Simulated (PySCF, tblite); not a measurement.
Problem. What does the GFN2-xTB structure of InChI=1S/C5H9NO/c1-4(7)5-2-6-3-5/h5-6H,2-3H2,1H3 look like in three dimensions?

Solution. 
```xyz
16
C5H9NO angstrom
C      2.2760    0.0482   -0.2602
C      0.9806   -0.7229   -0.2189
O      0.8298   -1.7869   -0.7634
C     -0.1220   -0.0187    0.5321
C     -1.4717   -0.7428    0.6333
N     -2.1453    0.4326    0.0688
C     -0.8704    1.0371   -0.3141
H      2.9440   -0.3756   -1.0053
H      2.0852    1.0964   -0.4771
H      2.7531   -0.0147    0.7165
H      0.2450    0.3814    1.4758
H     -1.4964   -1.6437    0.0124
H     -1.8213   -0.9827    1.6387
H     -2.7906    0.2482   -0.6904
H     -0.7782    2.0724    0.0219
H     -0.6254    0.9805   -1.3815
```

Any rigid rotation of these coordinates is as good. Atoms count from 1 in this order. Of the pairs four or more bonds apart, O3···H12 is among the closest relative to their van der Waals radii: 2.46 Å, 90 % of the sum of Bondi's values. The 4 C–C bonds span 1.508 Å (C1–C2, drawn single) to 1.546 Å (C4–C7, drawn single), a spread of 0.038 Å. The 4-membered ring C4–C5–N6–C7 has internal angles of 86.1° to 91.8° (sum 358°, against 360° for a flat polygon); it is puckered, 0.07 Å rms from its mean plane, widest ring torsion 12°. N6 (secondary amine nitrogen) is pyramidal (angles 115.8°, 115.7° and 91.8°, sum 323.3°, 0.44 Å off the plane of its three neighbours).

Bonds between heavy atoms (Å): C1–C2 1.508, C2=O3 1.205, C2–C4 1.509, C4–C5 1.535, C5–N6 1.468, N6–C7 1.462, C4–C7 1.546.

Computed geometry: GFN2-xTB, gas phase.

Point group: C1 (no symmetry element, even within 0.4 Å). Its GFN2-xTB frequencies are all real (lowest 48 cm⁻¹). One conformer, not necessarily the lowest (C1–C2–C4–C5 -179°, C2–C4–C5–N6 -126°, C4–C5–N6–C7 12°, C5–N6–C7–C4 -12°, C2–C4–C7–N6 129°). 3 starts were optimised and ended at 0.00, 0.29 and 0.37 kcal/mol (GFN2-xTB); the lowest of these is shown.
